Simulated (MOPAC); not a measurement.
Input file for MOPAC: AM1 on AsH+, 2S+1 = 2, a spin state set in the input, which need not be the lowest, a point of a bond scan (R = 1.681 Å). Charge +1.

```
AM1 1SCF PRECISE CHARGE=1 UHF MS=0.5 THREADS=1
AsH

H      0.00000000 1     0.00000000 1     0.00000000 1
As     0.00000000 1     0.00000000 1     1.68101200 1
```

Program output:

```
*******************************************************************************
 **                                                                           **
 **                              MOPAC v23.2.5                                **
 **                                                                           **
 *******************************************************************************
 ** MOPAC's Digital Object Identifier: https://doi.org/10.5281/zenodo.6511958 **
 **                                                                           **
 ** Please cite the open-source release paper for use of this MOPAC version:  **
 ** J. E. Moussa and J. J. P. Stewart (2026)                                  **
 ** MOPAC: An open-source semiempirical molecular orbital program             **
 ** J. Open Source Softw., 11(119), 8025, https://doi.org/10.21105/joss.08025 **
 *******************************************************************************

                              AM1 CALCULATION RESULTS

 *******************************************************************************
 *  AM1        - The AM1 Hamiltonian to be used
 *  UHF        - UNRESTRICTED HARTREE-FOCK CALCULATION
 *
 *
 *
 *                 CHARGE ON SYSTEM = +1
 *
 *
 *
 *  MS=        - IN MECI, MAGNETIC COMPONENT OF SPIN =  0.5
 *  PRECISE    - TIGHTER CRITERIA TO BE USED
 *  1SCF       - DO 1 SCF AND THEN STOP
 *  THREADS=1  - MULTI-THREADING NOT USED
 *  T=         - A TIME OF 172800.0 SECONDS REQUESTED
 *  DUMP=N     - RESTART FILE WRITTEN EVERY 7200.0 SECONDS REQUESTED
 *******************************************************************************
AM1 1SCF PRECISE CHARGE=1 UHF MS=0.5 THREADS=1
 AsH

   ATOM   CHEMICAL          X               Y               Z
  NUMBER   SYMBOL      (ANGSTROMS)     (ANGSTROMS)     (ANGSTROMS)

     1       H          0.00000000  *   0.00000000  *   0.00000000  *
     2      As          0.00000000  *   0.00000000  *   1.68101200  *



          CARTESIAN COORDINATES

    NO.       ATOM           X           Y           Z

     1         H          0.0000      0.0000      0.0000
     2        As          0.0000      0.0000      1.6810

  H: (AM1): M.J.S. DEWAR ET AL, J. AM. CHEM. SOC. 107 3902-3909 (1985)
 As: (AM1): J. J. P. STEWART, J. MOL. MOD., 10, 155-164 (2004)

           Empirical Formula: H As  =     2 atoms



      MOLECULAR POINT GROUP   :   C*v


          UHF CALCULATION, NO. OF ALPHA ELECTRONS =    3
                           NO. OF BETA  ELECTRONS =    2

 -------------------------------------------------------------------------------
 AM1 1SCF PRECISE CHARGE=1 UHF MS=0.5 THREADS=1
 AsH



     1SCF WAS SPECIFIED, SO BFGS WAS NOT USED
     SCF FIELD WAS ACHIEVED


                              AM1 CALCULATION
                                                       MOPAC v23.2.5 Linux




          FINAL HEAT OF FORMATION =        266.26139 KCAL/MOL =    1114.03767 KJ/MOL


          COSMO AREA              =         64.85 SQUARE ANGSTROMS
          COSMO VOLUME            =         48.56 CUBIC ANGSTROMS

          IONIZATION POTENTIAL    =         16.497521 EV
          ALPHA SOMO LUMO (EV)    =        -16.498 -9.042
          BETA  SOMO LUMO (EV)    =        -17.988 -8.897
          NO. OF ALPHA ELECTRONS  =          3
          NO. OF BETA  ELECTRONS  =          2
          MOLECULAR WEIGHT        =         75.9295         POINT GROUP:  C*v

          MOLECULAR DIMENSIONS (Angstroms)

            Atom       Atom       Distance
           As     2    H     1     1.68101
           As     2    H     1     0.00000
            H     1   As     2     0.00000


          SCF CALCULATIONS        =          1





   ATOM   CHEMICAL          X               Y               Z
  NUMBER   SYMBOL      (ANGSTROMS)     (ANGSTROMS)     (ANGSTROMS)

     1       H          0.00000000  *   0.00000000  *   0.00000000  *
     2      As          0.00000000  *   0.00000000  *   1.68101200  *

                             CARTESIAN COORDINATES

   1    H        0.000000000     0.000000000     0.000000000
   2   As        0.000000000     0.000000000     1.681012000


           Empirical Formula: H As  =     2 atoms



      MOLECULAR POINT GROUP   :   C*v


          ALPHA EIGENVALUES
 -23.26758 -18.17168 -16.49752  -9.04244  -6.02659


           BETA EIGENVALUES
 -22.79572 -17.98835  -8.89747  -8.61541  -6.00107


              NET ATOMIC CHARGES AND DIPOLE CONTRIBUTIONS

  ATOM NO.   TYPE          CHARGE      No. of ELECS.   s-Pop       p-Pop
    1          H           0.044693        0.9553     0.95531
    2         As           0.955307        4.0447     1.94597     2.09872
 DIPOLE           X         Y         Z       TOTAL
 POINT-CHG.     0.000     0.000    -0.254     0.254
 HYBRID         0.000     0.000    -1.349     1.349
 SUM            0.000     0.000    -1.603     1.603


          ATOMIC ORBITAL ELECTRON POPULATIONS

     Atom    s        px        py        pz
    1  H   0.95531
    2 As   1.94597   1.00000   0.00000   1.09872


                    (SZ)    =    0.500000
                    (S**2)  =    0.750451


          ATOMIC ORBITAL SPIN POPULATIONS

    Atom   Total    s     px     py     pz
         Atomic
    1  H -0.0210 -0.021
    2 As  1.0210  0.002  1.000  0.000  0.019

 **********************
 *                    *
 * JOB ENDED NORMALLY *
 *                    *
 **********************




 == MOPAC DONE ==
```

The run finished.

Cost: about 0.03 core-seconds (a rough figure).
